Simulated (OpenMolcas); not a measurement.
A run on Rh2+ among 6 point charges of -1.7 e arranged as an octahedron (Oh), 1.9 Å from the ion.
```
   1.9000    0.0000    0.0000  -1.70
   0.0000    1.9000    0.0000  -1.70
  -1.9000    0.0000    0.0000  -1.70
   0.0000   -1.9000    0.0000  -1.70
   0.0000    0.0000    1.9000  -1.70
   0.0000    0.0000   -1.9000  -1.70
```

```json
{
  "Program": "OpenMolcas",
  "Method": "CASSCF",
  "Basis": "ANO-RCC-VDZP [6s5p3d1f]",
  "Scalar Hamiltonian": "DKH2, point nucleus",
  "Active space": "7 electrons in 5 orbitals (4d)",
  "State averaging": "2S+1 = 4 even, 10 roots; 2S+1 = 2 even, 40 roots",
  "Spin-orbit coupling": "RASSI with atomic mean-field integrals over the reference wave functions"
}
```

43 basis functions. Blocks (2S+1, parity, CSFs, roots kept): 4, even, 10, 10; 2, even, 40, 40.

**Question.** How long do the RASSCF and RASSI steps take on 1 thread of Intel(R) Xeon(R) Platinum 8488C (Sapphire Rapids), with other jobs on the host?

**Answer.** About 11 s of wall time, without the integral step.
